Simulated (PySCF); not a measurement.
## Electron correlation in Ru⁴²⁺ (ruthenium, charge +42)

1s2, closed-shell 1S. Calculation: PySCF 2.14, in an even-tempered Gaussian basis (15 s from 76 bohr⁻², ratio 2.2; 7 p from 110 bohr⁻², ratio 2.4; 4 d from 340 bohr⁻², ratio 2.4; 3 f from 520 bohr⁻², ratio 2.4; 3 g from 770 bohr⁻², ratio 2.4); no relativity, point nucleus. Frozen: nothing; 2 electrons correlated; the 11 highest virtual orbitals of each spin left out.

With two correlated electrons CCSD is exact within the correlated space (frozen core and kept virtual orbitals).

```csv
level,correlation energy (mhartree)
CCSD,-45.75
```

Diagnostics: T1 = 1.1e-06, D1 = 0.0000, largest double amplitude 0.001.

Problem. Is a single reference adequate?

Solution. Yes, within this model without spin-orbit coupling: T1 lies below 0.03 and no double amplitude reaches 0.07.

At this charge a non-relativistic calculation is a model, useful for the Z dependence of the correlation energy.
